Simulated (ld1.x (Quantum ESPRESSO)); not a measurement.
nickel: variants of one TM potential

Base potential:

```json
{"Element": "Ni (Z = 28)", "Generator": "ld1.x (Quantum ESPRESSO) 7.5", "Type": "norm-conserving Troullier–Martins (Kleinman–Bylander form)", "Functional": "PBEsol", "Relativity": "scalar-relativistic", "Frozen core": "[Ne] 3s2", "Valence charge": "16", "Reference configuration": "3p6 3d8 4s2 4p0", "Partial waves": "4s (bound): rc 2.25 bohr; 3p (bound): rc 1.25 bohr; 3d (bound): rc 1.25 bohr", "Local potential": "the d channel", "Core correction": "Bessel-smoothed model core inside 0.95 bohr"}
```

All-electron outer shells of the reference configuration (PBEsol, scalar-relativistic, ld1.x):

| shell | level (eV) | outermost node (bohr) | outermost maximum (bohr) |
| --- | --- | --- | --- |
| 2p | -844.17 | – | 0.16 |
| 3s | -110.78 | 0.30 | 0.64 |
| 3p | -71.25 | 0.27 | 0.65 |
| 3d | -8.90 | – | 0.63 |
| 4s | -5.66 | 0.92 | 2.24 |
| 4p | -1.19 | 1.00 | 3.14 |

Cutoffs, loose and tight: the cutoffs (Ry, on a coarse ladder) from which the occupation-weighted sum of valence levels, in a spherical-Bessel basis at the reference potential, stays within 10 and 1 mRy of its value at 400 Ry. They do not see the model core or the augmentation charge, which bear on the density cutoff. Test errors are all-electron minus pseudo excitation energies from the reference, over the configurations 3p6 3d8 4s1 4p0; 3p6 3d8 4s0 4p0; 3p6 3d7 4s0 4p0; 3p5 3d8 4s2 4p0; 3p6 3d9 4s1 4p0; 3p6 3d9 4s0 4p0; 3p6 3d8 4s0 4p2. A dash means not determined; rows that change the core or the reference have their own tests. The largest error is taken over the tests solved by every variant that gives reliable tests at all: 3p6 3d7 4s0 4p0; 3p6 3d8 4s0 4p0; 3p6 3d8 4s0 4p2; 3p6 3d8 4s1 4p0; 3p6 3d9 4s0 4p0; 3p6 3d9 4s1 4p0.

A true bound ghost makes a file unfit for plane-wave use even where its test errors are small: the radial tests pick states by their node count and pass the ghost by. Where a test does run into it, the solver fails or the error is huge.

Cutoffs are not given where the Bessel-basis levels miss the radial ones by over 6 mRy, ghosts where they miss by over 20 mRy; a channel whose overlap is not positive is not tested.

| change | outcome | cutoff, loose | cutoff, tight | bound ghosts | largest test error (meV) |
| --- | --- | --- | --- | --- | --- |
| base | generated | 160 Ry | 260 Ry | s | -214 |
| local potential the p channel | generated | 160 Ry | 260 Ry | s | -94 |
| wave 4s (bound): rc 2.25 bohr becomes 4s (bound): rc 1.36 bohr | generated | 160 Ry | 300 Ry | s | -191 |
| wave 3p (bound): rc 1.25 bohr becomes 3p (bound): rc 1.32 bohr | generated | 160 Ry | 260 Ry | s | -219 |
| functional LDA (PZ) | generated | 160 Ry | 260 Ry | s | -224 |
| reference 3p6 3d9 4s1 4p0 | generated | 160 Ry | 260 Ry | s | -190 over the solved tests; 2 of 7 tests not solved or not reliable |
| core correction Bessel-smoothed model core inside 1.06 bohr | generated | 160 Ry | 260 Ry | s | -214 |
| all radii but the core radius scaled by about 0.88 (s 1.98, p 1.10, d 1.10 bohr) | generated | 180 Ry | 300 Ry | s | -129 |
| wave 3d (bound): rc 1.25 bohr becomes 3d (bound): rc 1.04 bohr | generated | 200 Ry | 300 Ry | s | -111 |
| type PAW; waves now 4s (bound): rcut 1.95, rcutus 2.25 bohr; 4s channel at 2.25 Ry: rcut 1.95, rcutus 2.25 bohr; 3p (bound): rcut 1.10, rcutus 1.25 bohr; 4p (bound): rcut 1.10, rcutus 1.25 bohr; 3d (bound): rcut 1.10, rcutus 1.25 bohr; 3d channel at -0.3 Ry: rcut 1.10, rcutus 1.25 bohr; local potential all-electron potential smoothed inside 1.45 bohr (lloc = -2); augmentation PSQ, inside the norm-conserving radii | failed: new_paw_hamiltonian: negative rho | – | – | – | – |
| type ultrasoft; waves now 4s (bound): rcut 1.95, rcutus 2.25 bohr; 4s channel at 4.05 Ry: rcut 1.95, rcutus 2.25 bohr; 3p (bound): rcut 1.10, rcutus 1.25 bohr; 4p (bound): rcut 1.10, rcutus 1.25 bohr; 3d (bound): rcut 1.10, rcutus 1.25 bohr; 3d channel at 1.9 Ry: rcut 1.10, rcutus 1.25 bohr; local potential all-electron potential smoothed inside 1.85 bohr (lloc = -2); augmentation built from norm-conserving waves at rcut, not smoothed further | generated | – | – | not determined | -1476 |
